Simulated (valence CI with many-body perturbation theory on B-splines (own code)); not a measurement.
Sensitivity of CI+MBPT for Pb LXXVIII

Calculated by valence CI with perturbative core correlation (CI+MBPT): three valence electrons over a frozen Dirac-Fock core [He], a basis of 6 s, 6 p, 5 d, 3 f, 1 g functions for each j, with the one-electron correlation potential Σ1 (screened to all orders), the two-electron term Σ2, the three-electron term Σ3, Breit, model QED; selected single and double excitations, second order for the rest, scaled by the run's own slope (own B-spline code, finite nucleus).

No measured spectrum was set against this ion. As an estimate, large intervals hold to a few tenths of a per cent, small ones and those within an open d or f shell to about a per cent.

The reference run has the lowest level (2s^2 2p1/2) J=1/2 and an ionisation energy of 23933.6 eV. Its largest variational space holds 3192 state functions.

Levels are named by their leading jj configuration (3d3/2^4 stands for four electrons in 3d with j = 3/2), which in mixed levels can hold well under half, so a name can repeat and another be missing. Letters in brackets count levels of one name in rising energy.

Changed runs:
A. natural orbitals for correlation on → off
B. screening of Σ1 on → off
C. scale of Σ2 1 → 0.8
D. scale of Σ1 1 → 2 (bad on purpose)

Excitation energies of the reference run in eV, and shifts in cm⁻¹:

```csv
Level,Reference,A,B,C,D
(2s 2p1/2^2) J=1/2,326.3,+1536,-0.1,+328,-3386
(2s^2 2p3/2) J=3/2,2353.4,-2553,-0.3,+38,+2399
(2s 2p1/2 2p3/2) J=3/2 [a],2584.8,-4740,-0.3,+146,-939
(2s 2p1/2 2p3/2) J=5/2,2627.4,-2874,-0.3,+230,-943
(2s 2p1/2 2p3/2) J=1/2,2713.1,-583,-0.3,+599,-944
(2s 2p1/2 2p3/2) J=3/2 [b],2714.5,+436,-0.3,+469,-940
(2p1/2^2 2p3/2) J=3/2,3050.4,+2099,-0.4,+892,-4253
(2s 2p3/2^2) J=5/2,4955.9,-5800,-0.6,+156,+1525
(2s 2p3/2^2) J=1/2,5082.1,-954,-0.6,+207,+1536
(2s 2p3/2^2) J=3/2,5082.7,-1334,-0.6,+540,+1527
(2p1/2 2p3/2^2) J=3/2,5345.7,-3678,-0.7,+770,-1880
(2p1/2 2p3/2^2) J=5/2,5368.1,-1257,-0.6,+694,-1880
Ionisation energy (eV),23933.6,-1.1,-0.0009,+0.02,+0.6
```
